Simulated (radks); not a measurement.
The numbers below are computed, except where a source is named.
Q: The titanium ion Ti2+, 20 electrons, occupied as [Ar] 3d2. Level of theory: Dirac Kohn-Sham, LDA (Slater exchange, Perdew-Wang correlation), spin-unpolarised, spherical densities, finite nucleus; open shells fill j = l - 1/2 first; Fermi nuclear charge, rms radius 3.5921 fm (a radial shooting solver on a logarithmic mesh with Libxc functionals). Some entries of the table are withheld. Estimate them.

orbital  occ.  eigenvalue (hartree)  r(max) (bohr)
1s1/2       2             -179.0243        0.04564
2s1/2       2             -20.25865         0.2695
2p1/2       2                   (1)            (2)
2p3/2       4                   (3)            (4)
3s1/2       2              -2.87509         0.8698
3p1/2       2              -2.02813         0.8966
3p3/2       4              -2.00364         0.9032
3d3/2       2              -0.73297            (5)
3d5/2       0              -0.73105            (6)

A: 
(1) 2p1/2 eigenvalue (hartree): -17.03880
(2) 2p1/2 r(max) (bohr): 0.2180
(3) 2p3/2 eigenvalue (hartree): -16.82716
(4) 2p3/2 r(max) (bohr): 0.2202
(5) 3d3/2 r(max) (bohr): 0.9666
(6) 3d5/2 r(max) (bohr): 0.9689
